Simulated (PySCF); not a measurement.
A structure optimised at PBE0-D3(BJ)/def2-TZVP, used in a PySCF frequency run:

```xyz
4

In     0.0000     0.0000    -0.5037
H      0.0000     0.0000    -2.1977
Cl     0.0000    -1.9161     0.7906
Cl     0.0000     1.9161     0.7906
```

### Question
Write its SMILES, formula and point group.

### Answer
[Cl][InH][Cl], Cl2HIn, C2v

### Question
What are its rotational constants (standard atomic weights)?

### Answer
6.4597, 1.9415, 1.4928 GHz
